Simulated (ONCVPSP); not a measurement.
Which change was made? (Fe, ONCV)

| Item | Value |
| --- | --- |
| Element | Fe |
| Generator | ONCVPSP 4.0.1 |
| Type | optimised norm-conserving Vanderbilt (ONCV) |
| Functional | PBE |
| Relativity | scalar-relativistic |
| Frozen core | [Ne] 3s2 |
| Valence charge | 14 |
| Reference configuration | 3p6 3d6 4s2 |
| Partial waves | 4s: rc 2.55 bohr, ncon 4, nbas 7, qcut 2.7 1/bohr, 3 projectors, debl 3.5 Ha; 3p: rc 0.80 bohr, ncon 4, nbas 8, qcut 8.8 1/bohr, 3 projectors, debl 4 Ha; 3d: rc 1.05 bohr, ncon 4, nbas 9, qcut 14.4 1/bohr, 2 projectors, debl 3.3 Ha; f scattering state at 0.06 Ha: rc 2.20 bohr, ncon 3, nbas 6, qcut 5.8 1/bohr, 2 projectors, debl 1.6 Ha |
| Local potential | polynomial inside 0.50 bohr (lpopt 5, dvloc0 0 Ha) |
| Core correction | Teter function, fcfact 5.25, rcfact 1.1 |

Cutoffs, loose and tight: the cutoffs (Ha) at which the residual kinetic energy of the hardest occupied pseudo-wave falls to 1 and 0.1 mHa per electron. They do not see the model core or the augmentation charge, which bear on the density cutoff. Test errors are all-electron minus pseudo excitation energies from the reference, over the configurations 3p6 3d6 4s1; 3p6 3d6 4s0; 3p6 3d5 4s0; 3p6 3d7 4s1; variants that change the core or the reference have their own tests.

The base gives: outcome: generated; cutoff, loose: 97 Ha; cutoff, tight: 297 Ha; bound ghosts: s, p, f; GHOST(+) flags above zero: s; largest test error (meV): +59.

Task: After one change the result is: outcome: generated; cutoff, loose: 97 Ha; cutoff, tight: 297 Ha; bound ghosts: s, p, f; GHOST(+) flags above zero: s; largest test error (meV): -517. Which change was it?
A. s: rc 2.78
B. s: rc 3.74
C. s: rc 3.24

Result: B. The others give: s: rc 3.24 → outcome: generated; cutoff, loose: 97 Ha; cutoff, tight: 297 Ha; bound ghosts: s, p, f; GHOST(+) flags above zero: s; largest test error (meV): -220 | s: rc 2.78 → outcome: generated; cutoff, loose: 97 Ha; cutoff, tight: 297 Ha; bound ghosts: s, p, f; GHOST(+) flags above zero: s; largest test error (meV): -41.
